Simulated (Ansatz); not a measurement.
`[SiH3][N]([SiH3])[Cu]` + HBr → `[Cu][Br]` + `[SiH3]N[SiH3]` at 400 K and 1 bar (ligand exchange at a Cu–N bond).

Isolated molecules relaxed with PBE0-D4/def2-TZVP in Ansatz; ΔE leaves out vibrations. CBS: MP2 limit from def2 TZ/QZ plus the TZ coupled-cluster correction, frozen cores. This one scheme is used for every species. For Br, Cu outer-core shells are correlated without core-valence functions, which leaves a few kJ/mol of doubt a bond. Scalar relativity is left out up to krypton.

```tsv
species	CCSD(T)/CBS energy (Eh)	H − E (kJ/mol)	S (J/(mol·K))
`[SiH3][N]([SiH3])[Cu]`	-2275.98935	180.7	410.9
HBr	-2573.91920	27.6	207.2
`[Cu][Br]`	-4212.85462	15.3	259.5
`[SiH3]N[SiH3]`	-637.10515	203.4	366.7
```

H − E and S are ideal-gas, rigid-rotor, harmonic terms from PBE0-D4/def2-TZVP. 1 Eh = 2625.50 kJ/mol, R = 8.31446 J/(mol·K).

Problem. By hand: ΔE, ΔH, ΔS and ΔG.

Solution. ΔE = (-4212.85462) + (-637.10515) − (-2275.98935) − (-2573.91920) = -0.05122 Eh = -134.5 kJ/mol. Δ(H − E) = 15.3 + 203.4 − 180.7 − 27.6 = 10.4, so ΔH = -124.1 kJ/mol. ΔS = 259.5 + 366.7 − 410.9 − 207.2 = 8.1 J/(mol·K). ΔG = -124.1 − 400 × (8.1)/1000 = -127.3 kJ/mol.

Problem. By hand: the equilibrium constant, and the temperature at which ΔG would vanish if ΔH and ΔS stayed fixed.

Solution. log₁₀ K = −ΔG/(RT ln 10) = 16.6. ΔH and −TΔS have one sign here, so there is no such temperature.

The number of gas molecules stays the same, so ΔS is small and ΔH decides. A doubt of 5 kJ/mol in ΔE shifts log₁₀ K by 0.7 here. Modes under 60 cm⁻¹, often nearly free rotors, make the harmonic entropy too high. These are equilibria of isolated gas molecules and say nothing of rates. Largest T1 diagnostic: 0.026 (customary marks: 0.02 for closed shells, 0.045 for open ones).
